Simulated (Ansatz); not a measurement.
`[SiH3]N([SiH3])[Si]Br` + H₂ → `[SiH]Br` + `[SiH3]N[SiH3]` at 600 K and 1 bar (hydrogenolysis of the Si–N bond).

Isolated molecules relaxed with PBE0-D4/def2-TZVP in Ansatz; ΔE leaves out vibrations. CCSD(T)/CBS adds triple-zeta CCSD(T) − MP2 to the extrapolated MP2 energy (def2 sets, frozen cores). This one scheme is used for every species. For Br outer-core shells are correlated without core-valence functions, which leaves a few kJ/mol of doubt a bond. Scalar relativity is left out up to krypton. One conformer a species, not always the lowest.

| species | CCSD(T)/CBS energy (Eh) | H − E (kJ/mol) | S (J/(mol·K)) |
| --- | --- | --- | --- |
| `[SiH3]N([SiH3])[Si]Br` | -3498.95213 | 227.5 | 501.7 |
| H₂ | -1.17544 | 43.9 | 150.8 |
| `[SiH]Br` | -2862.97869 | 44.0 | 294.9 |
| `[SiH3]N[SiH3]` | -637.10515 | 230.1 | 420.5 |

H − E and S are ideal-gas, rigid-rotor, harmonic terms from PBE0-D4/def2-TZVP, for one conformer and one mirror image of each species. The MP2-based limit puts H₂ 0.8 mEh under its directly extrapolated value; such offsets cancel only in part. 1 Eh = 2625.50 kJ/mol, R = 8.31446 J/(mol·K).

Q: By hand: ΔE, ΔH, ΔS and ΔG.

A: ΔE = (-2862.97869) + (-637.10515) − (-3498.95213) − (-1.17544) = 0.04373 Eh = 114.8 kJ/mol. Δ(H − E) = 44.0 + 230.1 − 227.5 − 43.9 = 2.7, so ΔH = 117.5 kJ/mol. ΔS = 294.9 + 420.5 − 501.7 − 150.8 = 62.9 J/(mol·K). ΔG = 117.5 − 600 × (62.9)/1000 = 79.8 kJ/mol.

Q: By hand: the equilibrium constant, and the temperature at which ΔG would vanish if ΔH and ΔS stayed fixed.

A: log₁₀ K = −ΔG/(RT ln 10) = -6.9. ΔG = 0 at ΔH/ΔS = 1868 K.

ΔH outweighs TΔS. A doubt of 5 kJ/mol in ΔE shifts log₁₀ K by 0.4 here. Other conformers and mirror images would add mixing entropy, several J/(mol·K) or more a flexible species. Modes under 60 cm⁻¹, often nearly free rotors, make the harmonic entropy too high. These are equilibria of isolated gas molecules and say nothing of rates. Largest T1 diagnostic: 0.012 (customary marks: 0.02 for closed shells, 0.045 for open ones).
